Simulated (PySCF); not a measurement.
Species: C₄H₅BrO.
Numbering: `[CH2:1]=[CH:2][O:3]/[CH:4]=[CH:5]\[Br:6]` (hydrogens: H7, H8 on C1; H9 on C2; H10 on C4; H11 on C5)

Computed by this run: PBE0-D3(BJ)/def2-SVP geometry optimisation, gas phase in PySCF 2.14.0; density fitting, grid level 1; the optimiser is geomeTRIC in internal coordinates, started from a GFN2-xTB structure with every atom displaced at random (about 0.01 Å).

Step 0: E = -76292.6725 eV
```
atom  x, y, z in Å  |  force x, y, z in eV/Å
C1     -1.7808   -1.1875   -0.8691   -1.770   1.538  -0.446
C2     -0.6090   -0.9826   -0.3471    1.530   0.431   0.790
O3     -0.2204    0.2427    0.0817    1.681   0.155   0.648
C4      1.0596    0.3758    0.6234   -2.921  -0.778  -1.212
C5      1.4886    1.5288    1.0615   -0.059   1.895   0.401
Br6     0.4559    3.1185    0.9962    0.299  -0.460   0.009
H7     -2.4833   -0.3485   -0.9777    0.150  -0.168   0.022
H8     -2.0915   -2.1261   -1.2200   -0.338  -1.548  -0.448
H9      0.1146   -1.7759   -0.2071    0.411  -0.363   0.043
H10     1.6410   -0.5210    0.6898    0.514  -0.739   0.007
H11     2.4596    1.6483    1.5072    0.501   0.037   0.186
```

Step 1: E = -76292.8423 eV
```
atom  x, y, z in Å  |  force x, y, z in eV/Å
C1     -1.8098   -1.1875   -0.8512    0.110  -0.191  -0.028
C2     -0.5700   -0.9687   -0.4143   -0.249  -0.127   0.014
O3     -0.1758    0.2588    0.0046    0.026   0.026   0.092
C4      0.9954    0.3855    0.6480    0.261  -0.064  -0.072
C5      1.4630    1.5537    1.1020    0.113  -0.178  -0.030
Br6     0.5541    3.1703    0.9182   -0.067   0.073   0.000
H7     -2.5443   -0.3836   -0.8648   -0.056   0.088  -0.031
H8     -2.1083   -2.1814   -1.2000    0.110   0.149   0.066
H9      0.1926   -1.7561   -0.3554    0.014   0.039  -0.031
H10     1.5976   -0.5329    0.7653   -0.154   0.215   0.021
H11     2.4397    1.6146    1.5864   -0.106  -0.031  -0.001
```

Step 2: E = -76292.8481 eV
```
atom  x, y, z in Å  |  force x, y, z in eV/Å
C1     -1.8161   -1.1907   -0.8530   -0.033   0.112  -0.010
C2     -0.5918   -0.9593   -0.3873    0.140  -0.088  -0.047
O3     -0.1768    0.2680    0.0154   -0.141   0.005   0.005
C4      1.0124    0.3903    0.6259    0.002  -0.014   0.025
C5      1.4812    1.5515    1.0896   -0.025  -0.009  -0.008
Br6     0.5444    3.1622    0.9484    0.017   0.003   0.006
H7     -2.5605   -0.3940   -0.9168    0.025   0.003   0.006
H8     -2.0844   -2.1911   -1.1924    0.025  -0.002   0.031
H9      0.1719   -1.7441   -0.3208   -0.008  -0.031   0.020
H10     1.6045   -0.5259    0.7437   -0.009   0.009  -0.013
H11     2.4492    1.6056    1.5860    0.005   0.012  -0.016
```

Q: Estimate the geometry and energy of step 3. (The exact step hangs on the optimiser's Hessian estimate; all steps are aligned on step 2, rigid shifts and turns removed.)

A: E = -76292.8472 eV, largest force 0.221 eV/Å
```
atom  x, y, z in Å  |  force x, y, z in eV/Å
C1     -1.8071   -1.1780   -0.8535   -0.084  -0.116  -0.078
C2     -0.5830   -0.9858   -0.3739   -0.076   0.190  -0.085
O3     -0.1846    0.2483    0.0241    0.153   0.015   0.092
C4      1.0108    0.3891    0.6181   -0.090   0.032   0.009
C5      1.4720    1.5531    1.0794   -0.037   0.061   0.019
Br6     0.5195    3.1591    0.9700    0.024  -0.044  -0.011
H7     -2.5259   -0.3582   -0.9316    0.066  -0.030   0.034
H8     -2.0969   -2.1713   -1.1891   -0.049  -0.069  -0.021
H9      0.1713   -1.7790   -0.2969   -0.019   0.016   0.047
H10     1.6138   -0.5172    0.7282    0.067  -0.075  -0.006
H11     2.4444    1.6126    1.5640    0.045   0.020   0.000
```

The energy changes by +0.0009 eV. The first-order estimate −F·Δx gives -0.0077 eV and the mean of the old and new forces, exact on a quadratic surface, +0.0010 eV. The step makes an angle of 72° with the force vector and moves no atom by more than 0.052 Å. The energy falls at the start of this step and ends higher, so the step passed the lowest point of its straight line.

The cost below is that of the whole optimisation. Time: 57 s wall; peak memory 0.54 GiB. Hardware: an Intel Xeon Platinum 8488C with one thread (shared host).
